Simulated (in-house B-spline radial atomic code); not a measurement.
The antimony ion Sb⁺ is squeezed into an impenetrable sphere of radius R (the orbitals vanish at R). No spin polarisation. Method: non-relativistic Hartree-Fock, average of configuration, point nucleus. Calculated with a B-spline radial code for spherical atoms.

Energies in eV above the free ion in [Kr] 4d10 5s2 5p2:

| R (bohr) | highest level (eV) | [Kr] 4d10 5s2 5p2 | [Kr] 4d10 5s1 5p3 | [Ar] 3d9 4s2 4p6 4d10 5s2 5p2 5f1 | -dE/dV in [Kr] 4d10 5s2 5p2 (GPa) |
| --- | --- | --- | --- | --- | --- |
| 8.24 | -15.7 | 0.01163 | 7.649 | 564.1 | 0.0249 |
| 6.55 | -15.5 | 0.1878 | 7.884 | 569.2 | 0.604 |
| 5.15 | -14.5 | 1.701 | 9.755 | 577.9 | 8.56 |
| 4.58 | -13.3 | 4.11 | 12.59 | 585.1 | 26.1 |
| 3.6 | -7.19 | 18.99 | 29.25 | 614.5 | 202 |
| 3.28 | -2.6 | 31.93 | 43.33 | 635.5 | 422 |
| 2.47 | 28.2 | 135.8 | 152.8 | 776.4 | 3780 |
| 2.17 | 57.9 | 253.1 | 274 | 918.9 | 10100 |
| 1.62 | 205 | 974 | 1005 | 1728 | 87800 |
| 1.5 | 273 | 1367 | 1400 | 2157 | 152000 |

(1) Does [Kr] 4d10 5s1 5p3 fall below [Kr] 4d10 5s2 5p2 under compression?

(2) Does [Ar] 3d9 4s2 4p6 4d10 5s2 5p2 5f1 fall below [Kr] 4d10 5s2 5p2 under compression?

The highest level is first positive in the row R = 2.47 bohr, pushed up by confinement above the zero of the free ion's potential. Each configuration is held fixed and needn't be the lowest in the sphere.

Results:

(1) No, it stays above over the whole range.

(2) No, it stays above over the whole range.
